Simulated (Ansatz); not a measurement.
Relaxation of ClH7NO4Ta (14 atoms, charge 0, multiplicity 1), to a largest force component of 0.03 eV/Å in at most 50 steps.

Theory: Ansatz, RKS PBE/def2-SVP.

```xyz
14
Properties=species:S:1:pos:R:3
Ta -0.401 -0.173 0.185
Cl 1.935 -0.961 0.285
O -0.247 -0.430 2.104
H 0.548 -0.769 2.556
O 0.100 0.338 -1.587
H 0.925 0.327 -2.100
O -1.583 1.314 0.473
H -1.897 1.627 1.341
O -1.510 -1.665 -0.229
H -1.970 -2.182 0.458
N 1.559 2.445 0.944
H 1.041 2.237 1.806
H 0.883 2.696 0.211
H 2.068 1.579 0.659
```

Q: Where does it end, and by what steps?

A: The run converged. After 17 steps the energy has fallen by 0.718 eV; N11 moved furthest, 0.70 Å. Joined: Ta1–N11.

```json
{"step": "0", "energy less start (eV)": "0.0000", "largest force component (eV/Å)": "0.533", "accepted": "yes"}
{"step": "1", "energy less start (eV)": "-0.0048", "largest force component (eV/Å)": "0.352", "accepted": "yes"}
{"step": "2", "energy less start (eV)": "-0.0058", "largest force component (eV/Å)": "0.379", "accepted": "yes"}
{"step": "3", "energy less start (eV)": "-0.0075", "largest force component (eV/Å)": "0.319", "accepted": "yes"}
{"step": "4", "energy less start (eV)": "-0.0092", "largest force component (eV/Å)": "0.199", "accepted": "yes"}
{"step": "5", "energy less start (eV)": "-0.0111", "largest force component (eV/Å)": "0.164", "accepted": "yes"}
{"step": "6", "energy less start (eV)": "-0.0184", "largest force component (eV/Å)": "0.179", "accepted": "yes"}
{"step": "7", "energy less start (eV)": "-0.0288", "largest force component (eV/Å)": "0.937", "accepted": "yes"}
{"step": "8", "energy less start (eV)": "-0.1042", "largest force component (eV/Å)": "2.048", "accepted": "yes"}
{"step": "9", "energy less start (eV)": "-0.5548", "largest force component (eV/Å)": "0.910", "accepted": "yes"}
{"step": "10", "energy less start (eV)": "-0.5966", "largest force component (eV/Å)": "0.891", "accepted": "yes"}
{"step": "11", "energy less start (eV)": "-0.6725", "largest force component (eV/Å)": "0.420", "accepted": "yes"}
{"step": "12", "energy less start (eV)": "-0.6845", "largest force component (eV/Å)": "0.309", "accepted": "yes"}
{"step": "13", "energy less start (eV)": "-0.6679", "largest force component (eV/Å)": "0.554", "accepted": "no"}
{"step": "14", "energy less start (eV)": "-0.7134", "largest force component (eV/Å)": "0.113", "accepted": "yes"}
{"step": "15", "energy less start (eV)": "-0.7172", "largest force component (eV/Å)": "0.072", "accepted": "yes"}
{"step": "16", "energy less start (eV)": "-0.7180", "largest force component (eV/Å)": "0.049", "accepted": "yes"}
{"step": "17", "energy less start (eV)": "-0.7184", "largest force component (eV/Å)": "0.013", "accepted": "yes"}
```

```xyz
14
Properties=species:S:1:pos:R:3
Ta -0.316 0.082 0.257
Cl 1.933 -1.052 0.241
O -0.144 -0.337 2.159
H 0.609 -0.861 2.488
O 0.166 0.509 -1.559
H 0.917 0.185 -2.085
O -1.651 1.444 0.549
H -2.230 1.551 1.323
O -1.410 -1.442 -0.155
H -1.746 -2.100 0.477
N 1.147 1.904 0.793
H 1.009 2.264 1.746
H 1.058 2.695 0.142
H 2.110 1.540 0.730
```

Whether the end is a true minimum wasn't checked by a vibrational analysis.

Run time: 88 s on 4 threads of Arm Neoverse N1, on a shared host, peak memory 0.24 GiB.
